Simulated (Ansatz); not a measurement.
`[OH][InH][B](Cl)Cl` and `Cl[B](Cl)[GeH3]` differ in one atom or group.

Ansatz, PBE0-D4/def2-TZVP geometries, multiplicity 1. Each molecule was computed in one conformer, which needn't be the lowest.

Elements past krypton have def2 core potentials. Scalar relativity is left out up to krypton.

```csv
property,`[OH][InH][B](Cl)Cl`
HOMO–LUMO gap (PBE/def2-TZVPP) / eV,3.21
LUMO energy (ωB97M-V/def2-TZVPP) / eV,-0.27
size of the dipole moment (B3LYP/def2-TZVPP) / D,1.79
LUMO energy (PBE/def2-TZVPP) / eV,-3.13
HOMO energy (ωB97M-V/def2-TZVPP) / eV,-9.64
HOMO energy (B3LYP/def2-TZVPP) / eV,-7.35
```

Problem. Give the same properties after the change, and the shifts. (An estimate is asked.)

Solution. Ansatz gave: 
```csv
property,`Cl[B](Cl)[GeH3]`,shift
HOMO–LUMO gap (PBE/def2-TZVPP) / eV,4.05,0.84
LUMO energy (ωB97M-V/def2-TZVPP) / eV,-0.04,0.23
size of the dipole moment (B3LYP/def2-TZVPP) / D,0.27,-1.52
LUMO energy (PBE/def2-TZVPP) / eV,-3.00,0.13
HOMO energy (ωB97M-V/def2-TZVPP) / eV,-10.39,-0.75
HOMO energy (B3LYP/def2-TZVPP) / eV,-8.07,-0.72
```

With PBE0 the HOMO falls by 0.73 eV and the LUMO rises by 0.16 eV, so the gap widens by about 0.89 eV. PBE moves the HOMO by -0.72 eV and ωB97M-V by -0.75 eV. Dipoles are sizes alone; their direction can turn.

B3LYP here is the variant with VWN-RPA as its local correlation; programs differ in this.
